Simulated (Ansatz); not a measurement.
Coupled-cluster run, `B[SiH]1BO1`.

```yaml
crystal:
  periodic: [false, false, false]
  atoms:
    - {symbol: B, position_ang: [-0.599527, 1.496064, -0.367359]}
    - {symbol: Si, position_ang: [0.642577, -0.001443, -0.211902]}
    - {symbol: B, position_ang: [-0.014248, -1.728521, 0.363440]}
    - {symbol: O, position_ang: [0.533613, -0.950159, 1.283040]}
    - {symbol: H, position_ang: [-0.594453, 2.191250, -1.339412]}
    - {symbol: H, position_ang: [-1.455002, 1.649852, 0.451976]}
    - {symbol: H, position_ang: [2.063897, 0.106090, -0.619259]}
    - {symbol: H, position_ang: [-0.484654, -2.820332, 0.383677]}
basis:
  gaussian: {orbitals: def2-TZVPP}
correlation: {method: ccsd_t}
output: {orbitals: {seedname: orbitals}}
```

```sh
$ ansatz run in.yaml --threads 2 --pin off --events-out ev --progress --plain --max-ram 4352MiB
```

Output of Ansatz, abridged:

```
Functional definition: HF
1134 factors; integrals over basis functions are off by at most 1.1e-3 eV
mean field evaluation 1: about -11303.2628 eV, gradient 3.8e1 eV
mean field evaluation 2: about -11303.4988 eV, gradient 3.8e1 eV
mean field evaluation 4: about -11307.0569 eV, gradient 4.1e0 eV
mean field evaluation 8: about -11307.1556 eV, gradient 3.0e-1 eV
mean field -11307.15686252 eV, -415.5303504316 hartree, gradient 3.5e-6 eV, S^2 0.000000; 0 other end points of the search recorded, 0 dependent functions left out
8 core orbitals not correlated: weight in the atoms' cores, before any rotation towards them, 1.000 or more for the frozen orbitals, at most 0.000 for the correlated occupied ones
reference -11307.15686252 eV, -415.5303504316 hartree; 10, 10 occupied and 173, 173 virtual orbitals, 1134 factors
second order -14.85666509 eV of doubles, -0.00000000 eV of singles
cycle   1  -15.26736353 eV  change   -4.1e-1 eV  update   1.1e-1
cycle   2  -15.73949353 eV  change   -4.7e-1 eV  update   3.9e-2
cycle   3  -15.88569048 eV  change   -1.5e-1 eV  update   2.6e-2
cycle   4  -15.87148459 eV  change    1.4e-2 eV  update   9.3e-3
cycle   5  -15.86840518 eV  change    3.1e-3 eV  update   6.0e-3
cycle   6  -15.87107943 eV  change   -2.7e-3 eV  update   2.3e-3
cycle   7  -15.87049534 eV  change    5.8e-4 eV  update   1.1e-3
cycle   8  -15.87036386 eV  change    1.3e-4 eV  update   4.0e-4
cycle   9  -15.87058231 eV  change   -2.2e-4 eV  update   1.7e-4
cycle  10  -15.87055070 eV  change    3.2e-5 eV  update   7.7e-5
cycle  11  -15.87051756 eV  change    3.3e-5 eV  update   3.4e-5
cycle  12  -15.87054328 eV  change   -2.6e-5 eV  update   1.6e-5
cycle  13  -15.87054258 eV  change    7.0e-7 eV  update   7.6e-6
perturbative correction -0.68932692 eV, -0.0253322969 hartree
Total energy: -11323.71673202 eV, -416.1389144108 hartree
```

It took 48 s on 2 threads of an Arm Neoverse V1 on a shared host, with 2 GiB of host memory at the peak.

MP2 recovers 89.7 % of the CCSD(T) correlation energy and the triples give 4.2 %; T1 = 0.0209.
